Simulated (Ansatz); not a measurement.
Harmonic frequencies (cm⁻¹) at PBE0-D4/def2-TZVP from Ansatz: 43, 75, 129, 257, 332, 376, 442, 500, 576, 664, 736, 745, 801, 915, 990, 1022, 1045, 1289, 1438, 1664, 1901, 1912, 2167, 2194, 3127, 3138, 3213.

Each molecule was computed in one conformer, which needn't be the lowest.

Problem. Which molecule is it?
A. `C=C[SiH2][AlH2]`
B. `[CH3][Al]1[CH2][SiH2]1`
C. `C[CH]1[AlH][SiH2]1`
D. `[AlH2][CH]1C[SiH2]1`

Solution. A.
